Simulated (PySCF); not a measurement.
Si(Cl)(NH2) (ClH₂NSi), SMILES N[Si]Cl (connectivity only; charge and spin as stated), neutral, multiplicity 1.

Coordinates come from a B3LYP-D3(BJ)/def2-TZVP optimisation. The values are those of a single conformer.

Calculation: B3LYP-D3(BJ)/def2-TZVP (PySCF).

Frequencies are harmonic and unscaled.

Task: Estimate the vibrational spectrum. (Estimate from the structure and the level; the computed values follow.)

Result: 
```tsv
mode	ν (cm⁻¹)	IR (km/mol)	Raman (Å⁴/amu)	depolarisation	moving atoms (share of kinetic energy)
1	257	3.0	3.0	0.56	N 38 %, Cl 25 %, H 21 %, Si 16 %
2	461	94.0	10.3	0.44	Si 51 %, Cl 44 %
3	508	36.7	1.4	0.75	H 95 %
4	537	163.5	0.5	0.75	H 82 %, N 16 %
5	766	45.8	1.2	0.56	H 70 %, N 21 %, Si 8 %
6	864	85.8	15.8	0.36	N 50 %, Si 36 %, H 15 %
7	1571	71.3	2.3	0.74	H 89 %, N 11 %
8	3530	23.1	173.1	0.14	H 96 %
9	3633	36.7	72.4	0.74	H 91 %, N 9 %
```
